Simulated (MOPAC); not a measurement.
MOPAC input (AM1):

```
AM1 1SCF CHARGE=-1 GEO-OK AUX(PRECISION=9) THREADS=1
CH2F

C    -0.74598462 1    0.07954784 1    0.23255547 1
F     0.73298763 1   -0.10811036 1   -0.07052530 1
H    -0.92133566 1    1.08748682 1   -0.22113066 1
H    -1.19964527 1   -0.59178060 1   -0.53947446 1
```

Problem. What heat of formation does the run end on, and which ionisation energy by Koopmans theorem?

Solution. -2.39 kcal/mol; 0.92 eV.
